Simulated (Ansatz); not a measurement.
Spectroscopic constants of GaNi, multiplicity 4 (an upper state: multiplicity 2 came lower at PBE0/def2-TZVPP). No spin–orbit coupling. Ni is treated without relativity. Ga is treated without relativity.

Seven points along R, fitted to fifth degree in 1/R; most abundant isotopes. In def2 and cc sets the state is the lowest found near the PBE0 minimum, followed along R.

Codes used: Ansatz (a program for electronic structure) with Gaussian orbitals. Values without a source in brackets are computed.

| level | r_e (Å) | ω_e (cm⁻¹) | α_e (cm⁻¹) | B_e (cm⁻¹) | dipole (D) |
|---|---|---|---|---|---|
| PBE/def2-TZVPP | 2.309 | 234 | 0.00074 | 0.100 | 1.04 |
| PBE0/def2-TZVPP | 2.328 | 221 | 0.00076 | 0.0989 | 1.38 |
| wB97X-V/def2-TZVPP | 2.331 | 218 | 0.00080 | 0.0985 | 1.74 |
